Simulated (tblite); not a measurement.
C7H12N (doublet state).
Numbering: `[CH2:1]=[C:2][CH2:3][CH2:4][C:5](=[CH2:6])[CH2:7][NH2:8]` (hydrogens: H9, H10 on C1; H11, H12 on C3; H13, H14 on C4; H15, H16 on C6; H17, H18 on C7; H19, H20 on N8)
Bond orders are those of one Lewis drawing.

Computed with GFN2-xTB (tblite), gas phase: L-BFGS steps from a force-field or distance-geometry start until the largest atomic force falls under 0.01 eV/Å.

Step 30: E = -649.2425 eV
```
atom  x, y, z in Å  |  force x, y, z in eV/Å
C1      2.9730   -0.5467    0.6111   -0.084   0.022  -0.002
C2      2.3501    0.4151    0.0193    0.019   0.053   0.121
C3      1.2170    1.0706   -0.5801   -0.003  -0.022  -0.064
C4      0.0469    0.1714   -1.1000    0.050   0.067   0.110
C5     -0.6968   -0.5815   -0.0454   -0.021   0.007   0.044
C6     -0.8125   -1.9002   -0.0538    0.033   0.079   0.011
C7     -1.4156    0.2564    0.9768   -0.121   0.084   0.036
N8     -2.2586    1.2293    0.2819   -0.038   0.040  -0.009
H9      2.5697   -1.5513    0.7702    0.016   0.032  -0.024
H10     3.9718   -0.3964    1.0102   -0.025  -0.128  -0.059
H11     0.8410    1.7981    0.1484   -0.152  -0.105  -0.077
H12     1.5549    1.6432   -1.4498    0.066   0.014  -0.049
H13     0.4338   -0.5339   -1.8409   -0.020   0.168   0.028
H14    -0.6643    0.8647   -1.5584    0.068  -0.105  -0.097
H15    -1.3895   -2.4215    0.6896   -0.002  -0.075   0.007
H16    -0.3321   -2.4953   -0.8068    0.072  -0.137  -0.024
H17    -1.9987   -0.3982    1.6471    0.108   0.004   0.030
H18    -0.6850    0.8030    1.5856   -0.093   0.007  -0.048
H19    -2.9858    0.7375   -0.2317    0.070   0.019   0.001
H20    -2.7245    1.8466    0.9385    0.058  -0.025   0.063
```

Step 31: E = -649.2512 eV
```
atom  x, y, z in Å  |  force x, y, z in eV/Å
C1      2.9579   -0.5480    0.6067   -0.083   0.116  -0.034
C2      2.3613    0.4371    0.0197    0.012  -0.114   0.160
C3      1.2190    1.0777   -0.5833   -0.049  -0.015  -0.054
C4      0.0489    0.1722   -1.0935    0.059   0.055   0.064
C5     -0.6905   -0.5865   -0.0385   -0.008   0.041   0.022
C6     -0.8028   -1.9063   -0.0472    0.032   0.137   0.013
C7     -1.4142    0.2555    0.9788   -0.087   0.054   0.050
N8     -2.2503    1.2303    0.2735   -0.035  -0.053   0.111
H9      2.5406   -1.5514    0.7424    0.003   0.085  -0.041
H10     3.9520   -0.4198    1.0270   -0.061  -0.119  -0.084
H11     0.8317    1.7982    0.1447   -0.122  -0.053  -0.055
H12     1.5461    1.6536   -1.4559    0.069  -0.008  -0.010
H13     0.4317   -0.5231   -1.8423    0.027   0.065   0.010
H14    -0.6661    0.8598   -1.5545    0.057  -0.071  -0.048
H15    -1.3797   -2.4272    0.6967    0.001  -0.078   0.002
H16    -0.3219   -2.5012   -0.8007    0.070  -0.120  -0.008
H17    -1.9939   -0.3999    1.6549    0.082   0.067  -0.047
H18    -0.6869    0.8036    1.5908   -0.080   0.008  -0.071
H19    -2.9762    0.7339   -0.2392    0.068   0.073   0.032
H20    -2.7116    1.8522    0.9315    0.046  -0.067  -0.012
```

Step 32: E = -649.2584 eV
```
atom  x, y, z in Å  |  force x, y, z in eV/Å
C1      2.9418   -0.5497    0.6005   -0.055   0.123  -0.022
C2      2.3642    0.4522    0.0228   -0.013  -0.135   0.121
C3      1.2203    1.0865   -0.5871   -0.077  -0.010  -0.024
C4      0.0549    0.1731   -1.0892    0.036   0.035   0.013
C5     -0.6844   -0.5863   -0.0327    0.008   0.054  -0.001
C6     -0.7935   -1.9068   -0.0413    0.027   0.130   0.007
C7     -1.4151    0.2551    0.9819   -0.024   0.015   0.041
N8     -2.2466    1.2303    0.2719   -0.016  -0.102   0.165
H9      2.5151   -1.5502    0.7189   -0.038   0.066  -0.050
H10     3.9317   -0.4429    1.0335   -0.029  -0.088  -0.076
H11     0.8243    1.8026    0.1390   -0.109  -0.005  -0.036
H12     1.5431    1.6630   -1.4617    0.072  -0.030   0.022
H13     0.4410   -0.5191   -1.8369    0.057  -0.017  -0.002
H14    -0.6613    0.8493   -1.5640    0.033  -0.032   0.000
H15    -1.3716   -2.4277    0.7031    0.018  -0.067  -0.020
H16    -0.3118   -2.5037   -0.7948    0.053  -0.083   0.030
H17    -1.9894   -0.4056    1.6589    0.037   0.098  -0.087
H18    -0.6941    0.8038    1.6000   -0.044   0.020  -0.083
H19    -2.9704    0.7328   -0.2425    0.049   0.097   0.044
H20    -2.7034    1.8540    0.9314    0.013  -0.069  -0.042
```

**Question.** Estimate the geometry and energy of step 33. (The exact step hangs on the optimiser's Hessian estimate; all steps are aligned on step 32, rigid shifts and turns removed.)

**Answer.** E = -649.2668 eV, largest force 0.179 eV/Å
```
atom  x, y, z in Å  |  force x, y, z in eV/Å
C1      2.9115   -0.5537    0.5873   -0.024   0.106   0.004
C2      2.3635    0.4739    0.0255   -0.007  -0.154   0.090
C3      1.2204    1.1046   -0.5940   -0.082  -0.010   0.017
C4      0.0684    0.1737   -1.0853   -0.006   0.010  -0.049
C5     -0.6720   -0.5814   -0.0241    0.023   0.046  -0.024
C6     -0.7768   -1.9026   -0.0305    0.020   0.075  -0.006
C7     -1.4153    0.2533    0.9888    0.057  -0.021   0.016
N8     -2.2416    1.2267    0.2756    0.009  -0.094   0.150
H9      2.4662   -1.5489    0.6768   -0.069   0.070  -0.063
H10     3.8944   -0.4820    1.0412   -0.011  -0.051  -0.078
H11     0.8172    1.8178    0.1294   -0.118   0.033  -0.024
H12     1.5401    1.6803   -1.4711    0.074  -0.055   0.055
H13     0.4689   -0.5233   -1.8204    0.065  -0.064   0.008
H14    -0.6497    0.8277   -1.5879    0.011  -0.001   0.056
H15    -1.3568   -2.4231    0.7150    0.049  -0.046  -0.058
H16    -0.2943   -2.5032   -0.7836    0.031  -0.035   0.082
H17    -1.9853   -0.4174    1.6589   -0.018   0.099  -0.095
H18    -0.7077    0.8020    1.6204    0.016   0.041  -0.094
H19    -2.9628    0.7321   -0.2431    0.018   0.093   0.041
H20    -2.6936    1.8542    0.9326   -0.038  -0.043  -0.030
```

The energy changes by -0.0084 eV. The first-order estimate −F·Δx gives -0.0119 eV and the mean of the old and new forces, exact on a quadratic surface, -0.0084 eV. The step makes an angle of 78° with the force vector and moves no atom by more than 0.065 Å.

What follows is the cost of the whole relaxation. Hardware: an Arm Neoverse V2 with one thread, no GPU (shared host). Cost: 0.68 s.
